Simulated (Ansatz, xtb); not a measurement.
# Relaxing a trial structure of C2H8AlGa

The starting geometry of this gas-phase singlet was built from a drawn formula by distance geometry; its bonds are those of `[AlH2][CH2][CH2][GaH2]`.

```yaml
atoms:
  - { symbol: C, position_ang: [-0.7138, 1.2749, 1.2895] }
  - { symbol: C, position_ang: [-1.6922, 1.2486, 0.0473] }
  - { symbol: Al, position_ang: [0.9912, 2.1150, 0.8194] }
  - { symbol: Ga, position_ang: [-0.7451, 0.1987, -1.2991] }
  - { symbol: H, position_ang: [1.0121, 3.6260, 0.3159] }
  - { symbol: H, position_ang: [2.3061, 1.6835, 1.6625] }
  - { symbol: H, position_ang: [-0.5788, 0.2633, 1.6240] }
  - { symbol: H, position_ang: [-1.1857, 1.9168, 2.0910] }
  - { symbol: H, position_ang: [-1.7709, 2.2523, -0.3723] }
  - { symbol: H, position_ang: [-2.6207, 0.6735, 0.2836] }
  - { symbol: H, position_ang: [0.3538, 1.2787, -1.9390] }
  - { symbol: H, position_ang: [-0.6647, -1.2037, -1.1615] }
```

Task: Predict what becomes of its bonds when it is optimised with r2SCAN-D4/def2-SVP.

Result: New bonds form, giving a structure with H11 bridging Al3 and Ga4, given below by its coordinates. Contacts that close: Al3–Ga4 (3.34 → 2.73 Å), Al3–H11 (2.95 → 1.87 Å).

The energy falls by 1.16 eV over 17 steps:

| step | E − E(last) (eV) |
| --- | --- |
| 1 | 1.163 |
| 3 | 0.351 |
| 5 | 0.186 |
| 6 | 0.082 |
| 8 | 0.021 |
| 10 | 0.015 |
| 12 | 0.005 |
| 13 | 0.003 |
| 15 | 0.000 |
| 17 | 0.000 |

Final geometry (Å):

| atom | x (Å) | y (Å) | z (Å) |
| --- | --- | --- | --- |
| C | -0.8187 | 1.2154 | 1.1618 |
| C | -1.9092 | 1.2948 | 0.0711 |
| Al | 0.9963 | 1.9797 | 0.5396 |
| Ga | -0.5786 | 0.3520 | -0.9901 |
| H | 0.8660 | 3.5495 | 0.3004 |
| H | 2.3607 | 1.2994 | 0.9981 |
| H | -0.8298 | 0.2482 | 1.6923 |
| H | -0.9671 | 1.9882 | 1.9458 |
| H | -2.0925 | 2.3254 | -0.2633 |
| H | -2.8586 | 0.7868 | 0.2915 |
| H | 0.6705 | 1.4167 | -1.2189 |
| H | -0.1473 | -1.1283 | -1.1671 |

From the same start GFN2-xTB ends elsewhere, differing in C2–Ga4 (2.96 against 1.95 Å here), Al3–Ga4 (3.01 against 2.73 Å here), Ga4–H11 (2.72 against 1.66 Å here).

The end wasn't checked by frequencies. Run with Ansatz 0.2.0, 66 s on 2 threads of Intel(R) Xeon(R) Platinum 8375C CPU @ 2.90GHz (Ice Lake), on a shared host.
